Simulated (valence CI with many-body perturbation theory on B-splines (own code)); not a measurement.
The numbers below are computed, except where a source is named.
Level structure of Hf LXVI

Level of theory: relativistic CI+MBPT: five valence electrons over a frozen Dirac-Fock core [He], radial functions for each j: 11 s, 11 p, 10 d, 8 f, 5 g, 2 h, with the one-electron correlation potential Σ1, the two-electron term Σ2, the three-electron term Σ3, Breit, model QED; selected CI, second order for the rest, scaled by the run's own slope (own B-spline code, finite nucleus).

No measured spectrum was set against this ion. As an estimate, large intervals hold to a few tenths of a per cent, small ones and those within an open d or f shell to about a per cent. Among the levels kept, up to 7400 cm⁻¹ of a level comes from second order outside the variational space, and about a tenth of that is noise between levels of different J, which matters for small intervals.

Levels 181 to 202 of 202, with energies above the lowest level, (2s^2 2p1/2^2 2p3/2) J=3/2. "Leading %" is the weight of the configuration and term that name the level; weights of strongly mixed levels are sums over their largest components and can fall short. In the jj column 3d3/2^4 stands for four electrons in 3d with j = 3/2.

```tsv
No.	Configuration	Term	J	E (eV)	Leading %	g	Second component	Leading jj
181	2s.2p3.3d	2D°	5/2	11819	55	1.180	16 % 2s.2p3.3d 4P°	2s 2p1/2 2p3/2^2 3d5/2 (91 %)
182	2s2.2p2.4p	2P°	3/2	11843	35	1.327	19 % 2s2.2p2.4p 4D°	2s^2 2p1/2^2 4p3/2 (100 %)
183	2s.2p3.3d	4P°	5/2	11847	32	1.292	28 % 2s.2p3.3d 4D°	2s 2p1/2 2p3/2^2 3d5/2 (98 %)
184	2s.2p3.3d	4D°	7/2	11860	53	1.230	15 % 2s.2p3.3d 2G°	2s 2p1/2 2p3/2^2 3d5/2 (99 %)
185	2s.2p3.3d	4D°	5/2	11866	38	1.257	18 % 2s.2p3.3d 2D°	2s 2p1/2 2p3/2^2 3d5/2 (99 %)
186	2s.2p3.3d	2G°	9/2	11871	81	1.118	12 % 2s.2p3.3d 4G°	2s 2p1/2 2p3/2^2 3d5/2 (100 %)
187	2s.2p3.3d	2F°	7/2	11875	57	1.158	7 % 2s.2p3.3d 2G°	2s 2p1/2 2p3/2^2 3d5/2 (100 %)
188	2s2.2p2.4d	2D	3/2	11878	43	0.791	32 % 2s2.2p2.4d 4F	2s^2 2p1/2^2 4d3/2 (100 %)
189	2s.2p3.3d	2F°	7/2	11880	49	1.190	26 % 2s.2p3.3d 4F°	2s 2p1/2 2p3/2^2 3d5/2 (99 %)
190	2s.2p3.3d	2D°	3/2	11883	49	1.005	16 % 2s.2p3.3d 2P°	2s 2p1/2 2p3/2^2 3d5/2 (98 %)
191	2s.2p3.3d	2F°	5/2	11887	39	1.101	35 % 2s.2p3.3d 2D°	2s 2p1/2 2p3/2^2 3d5/2 (99 %)
192	2s.2p3.3d	2P°	3/2	11889	37	1.148	25 % 2s.2p3.3d 2D°	2s 2p1/2 2p3/2^2 3d5/2 (98 %)
193	2s.2p3.3d	2S°	1/2	11891	48	1.312	34 % 2s.2p3.3d 2P°	2s 2p1/2 2p3/2^2 3d5/2 (98 %)
194	2s.2p3.3d	2P°	3/2	11900	39	1.208	26 % 2s.2p3.3d 2D°	2s 2p1/2 2p3/2^2 3d5/2 (98 %)
195	2s.2p3.3d	2D°	5/2	11902	43	1.056	27 % 2s.2p3.3d 2F°	2s 2p1/2 2p3/2^2 3d5/2 (98 %)
196	2s2.2p2.4d	2D	5/2	11922	36	1.193	18 % 2s2.2p2.4d 4D	2s^2 2p1/2^2 4d5/2 (100 %)
197	2s2.2p2.4f	2F°	5/2	11941	42	0.849	29 % 2s2.2p2.4f 4G°	2s^2 2p1/2^2 4f5/2 (100 %)
198	2s2.2p2.4f	2F°	7/2	11960	37	1.136	17 % 2s2.2p2.4f 2G°	2s^2 2p1/2^2 4f7/2 (100 %)
199	2p4.3p	4D°	7/2	11991	67	1.311	31 % 2p4.3p 2F°	2p1/2^2 2p3/2^2 3p3/2 (98 %)
200	2p4.3p	2D°	5/2	11991	50	1.310	39 % 2p4.3p 4P°	2p1/2^2 2p3/2^2 3p3/2 (98 %)
201	2p4.3p	2P°	1/2	11992	50	1.282	37 % 2p4.3p 2S°	2p1/2^2 2p3/2^2 3p3/2 (98 %)
202	2p4.3p	2P°	3/2	12039	46	1.309	28 % 2p4.3p 2D°	2p1/2^2 2p3/2^2 3p3/2 (98 %)
```
